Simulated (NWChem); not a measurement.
# PbF₂, singlet; SMILES [F][Pb][F]

```xyz
3

Pb     0.0000     0.0000     0.2912
F     -1.5280     0.0000    -1.0791
F      1.5280     0.0000    -1.0791
```
Atoms are numbered in this order, from 1.

Results from NWChem. Low-valent species are run as closed-shell singlets; no triplet was tried in these runs. Coordinates come from a PBE0/def2-SVP optimisation. def2 effective core potentials on Pb; no spin-orbit coupling. Static field.

| level | basis functions | isotropic polarisability (bohr³) | anisotropy (bohr³) |
|---|---|---|---|
| PBE0/def2-SVP | 54 | 30.1 | 8.6 |
| PBE0/def2-SVPD | 78 | 36.9 | 10.7 |
| PBE0/def2-TZVP | 112 | 33.8 | 10.6 |
| PBE0/def2-TZVPD | 136 | ? | 11.1 |

Question: Complete the blanks.

Answer: 
- PBE0/def2-TZVPD, isotropic polarisability (bohr³): 37.8
